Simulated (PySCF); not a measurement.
# Magnetisability: `O=C1C=C[C@H]1[SeH]`, C4H4OSe

Molfile (atoms numbered from 1):
```
C4H4OSe
     RDKit          3D

 10 10  0  0  0  0  0  0  0  0999 V2000
   -0.6885   -2.1194    0.2778 O   0  0  0  0  0  0  0  0  0  0  0  0
   -0.5760   -0.9358    0.2028 C   0  0  0  0  0  0  0  0  0  0  0  0
   -0.8165    0.2353    1.0716 C   0  0  0  0  0  0  0  0  0  0  0  0
   -0.2738    1.0856    0.1863 C   0  0  0  0  0  0  0  0  0  0  0  0
    0.0112    0.0351   -0.8532 C   0  0  1  0  0  0  0  0  0  0  0  0
    1.9039   -0.2531   -1.3364 Se  0  0  0  0  0  2  0  0  0  0  0  0
   -1.2645    0.3447    2.0415 H   0  0  0  0  0  0  0  0  0  0  0  0
   -0.0714    2.1408    0.1903 H   0  0  0  0  0  0  0  0  0  0  0  0
   -0.5268    0.1175   -1.7989 H   0  0  0  0  0  0  0  0  0  0  0  0
    2.3114   -0.6461   -0.0043 H   0  0  0  0  0  0  0  0  0  0  0  0
  1  2  2  0
  2  3  1  0
  3  4  2  0
  4  5  1  0
  5  6  1  0
  5  2  1  0
  3  7  1  0
  4  8  1  0
  5  9  1  6
  6 10  1  0
M  END
```

Computed with GIAO BHandHLYP/pcSseg-1 magnetisability, rotational g tensor and spin-rotation constants, non-relativistic, gas phase (PySCF 2.14.0). Geometry: GFN2-xTB.

The calculation is non-relativistic, which matters for the atoms heavier than Zn.

Task: How diamagnetic is it, and how anisotropic?

Result: Isotropic -993 × 10⁻³⁰ J/T², or -59.8 × 10⁻⁶ cm³/mol; principal values -1222, -980, -777 × 10⁻³⁰ J/T², anisotropy 386 × 10⁻³⁰ J/T² (root of half the summed squared differences of the principal values). The susceptibility is in cgs units.

Task: Split it along the inertial axes a, b, c into diamagnetic and paramagnetic parts about the centre of mass, with the quadrupole moment.

Result: 
```tsv
axis	χ (10⁻⁶ cm³/mol)	diamagnetic (10⁻⁶ cm³/mol)	paramagnetic (10⁻⁶ cm³/mol)	summed x² of all electrons (Å²)	quadrupole Θ (D Å)
a	-64.6	-334.2	269.6	166.2	-1.22
b	-48.2	-785.3	737.1	59.8	-4.52
c	-66.7	-958.8	892.2	18.9	+5.75
```
Anisotropies 2χaa − χbb − χcc = -14.3 and 2χbb − χaa − χcc = +34.9 × 10⁻⁶ cm³/mol. Θ is traceless in Buckingham's convention.

Task: And the rotational g tensor?

Result: 
```
axis  rotational constant (GHz)        g  nuclear part  electronic part
   a                     4.8538  -0.0450        0.5698          -0.6148
   b                     1.5151  -0.0243        0.5003          -0.5247
   c                     1.2312  -0.0126        0.5035          -0.5160
```
Asymmetric top; isotopes 12C, 1H, 16O, 80Se; no vibrational averaging.
